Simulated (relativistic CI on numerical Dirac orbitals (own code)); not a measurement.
## Co⁵⁺ in a cubic cluster: 1s photoemission with charge transfer

Computed with a charge-transfer multiplet model of a cubic metal-ligand cluster with up to 2 ligand holes, Slater and spin-orbit integrals from Dirac-Coulomb-Breit ions, Slater integrals scaled by 0.8. The ground state mixes d4 with configurations of k ligand holes L, whose averages lie at kΔ + k(k − 1)U_dd/2; a core hole lowers each added d electron by U_cd. 300 K, Lorentzian 1.1 eV and Gaussian 0.6 eV FWHM.

Atomic integrals in eV (Slater integrals scaled, ζ unscaled), ground: F2dd 11.595, F4dd 7.314, zeta_d 0.089; with the core hole: F2dd 12.822, F4dd 8.112, zeta_d 0.121, G2cd 0.080.

Cluster parameters (eV): U_dd = 7.2, U_cd = 9, 10Dq = 2.5, 10Dq(ligand) = 0, V(eg) = 3.95, V(t2g) = -1.72, final-state hopping factor = 0.8.

| Case | n_d | d4 | d5L | d6L2 | S |
| --- | --- | --- | --- | --- | --- |
| Δ = -3.5 eV | 5.05 | 0.19 | 0.57 | 0.24 | 1.03 |
| Δ = -0.5 eV | 4.87 | 0.29 | 0.55 | 0.16 | 1.05 |
| Δ = 1.5 eV | 4.74 | 0.37 | 0.51 | 0.12 | 1.07 |

Weights, n_d and S are thermal averages at 300 K. Binding energies count from the first peak over 30 % of the highest in each spectrum, which can be another peak from case to case. The parameters are a model scan and need not match a compound or its usual spin state. Peaks in eV (height, largest 100):
- Δ = -3.5 eV: 0.0 (100), 4.6 (5), 15.0 (7)
- Δ = -0.5 eV: 0.0 (100), 13.9 (8)
- Δ = 1.5 eV: 0.0 (100), 13.9 (10)

Curve for Δ = -0.5 eV (points under 2 left out, the grid thinned):

E (eV), Intensity and a bar:
```
     -3.8        2.5 
     -3.4        3.2 
     -3.0        4.0 #
     -2.6        5.4 #
     -2.2        7.5 ##
     -1.8       11.0 ###
     -1.5       15.7 ####
     -1.1       27.5 ########
     -0.7       52.6 ################
     -0.3       89.0 ###########################
      0.1       97.1 ##############################
      0.5       64.5 ####################
      0.9       34.2 ##########
      1.3       18.9 #####
      1.7       11.7 ###
      2.1        7.9 ##
      2.5        5.8 #
      2.8        4.8 #
      3.2        3.8 #
      3.6        3.2 
      4.0        3.0 
      4.4        3.2 
      4.8        3.9 #
      5.2        4.3 #
      5.6        3.6 #
      6.0        2.8 
      6.4        2.4 
      6.8        2.3 
      7.1        2.2 
      7.5        2.1 
      7.9        2.0 
     11.7        2.4 
     12.1        3.0 
     12.5        3.4 
     12.9        4.2 #
     13.3        5.8 #
     13.7        7.5 ##
     14.1        7.8 ##
     14.5        7.3 ##
     14.8        7.0 ##
     15.2        6.3 #
     15.6        5.0 #
     16.0        3.6 
     16.4        2.5 
     16.8        2.0
```

For the case Δ = -0.5 eV, Δ = -0.5 eV is smaller than U_dd = 7.2 eV, the charge-transfer side of the Zaanen-Sawatzky-Allen scheme (negative Δ: between configuration averages a ligand hole costs less than the nominal valence; multiplet and field energies can change this for the lowest states). With the core hole the configuration with one ligand hole lies at Δ − U_cd = -12.5, -9.5, -7.5 eV from the one without, in the order of the table; where this is negative the screened configuration lies lower, though the effective hopping of about 6.0 eV (from the holes of the mixed ground state) mixes the two strongly wherever it is as large as the gap.

With at most 2 ligand holes the space is cut while the next configuration still counts, so covalency is underestimated, and a final configuration with one more ligand hole, which can lie low, is missing from the spectra.
